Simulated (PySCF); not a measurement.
Isomers of H10OSi4. Gas-phase values, no solvent. One relaxed conformer stands for each flexible species; it need not be the lowest. Strings in code marks are SMILES.

Quantity: electronic energy of isomers of H10OSi4 relative to `[SiH3]O[SiH2][SiH2][SiH3]` (Si–O–Si–Si torsion -27°, O–Si–Si–Si torsion -179°), in kcal/mol.

Case: `O[SiH2][SiH]([SiH3])[SiH3]` (H–O–Si–Si torsion 180°, O–Si–Si–Si torsion 59°). Geometry of `O[SiH2][SiH]([SiH3])[SiH3]` (neutral, multiplicity 1, Å):

```xyz
15

O     -1.9334    -1.5673    -0.0055
Si    -1.3132    -0.7863     1.3217
Si     0.4602     0.4962     0.4968
Si    -0.3303     2.0000    -1.1172
Si     2.0974    -0.9014    -0.4291
H     -2.6821    -2.1566     0.1159
H     -0.8521    -1.7607     2.3472
H     -2.3455     0.0666     1.9701
H      1.0490     1.2575     1.6332
H      0.7635     2.8886    -1.5819
H     -1.4182     2.8416    -0.5611
H     -0.8561     1.2482    -2.2810
H      3.2607    -0.1062    -0.8938
H      1.5300    -1.6313    -1.5874
H      2.5701    -1.8889     0.5721
```

### Question
Estimate the electronic energy of isomers of H10OSi4 relative to `[SiH3]O[SiH2][SiH2][SiH3]` (Si–O–Si–Si torsion -27°, O–Si–Si–Si torsion -179°) that B3LYP-D3(BJ)/def2-TZVP (PySCF) returns for this input.

### Answer
22.1 kcal/mol.
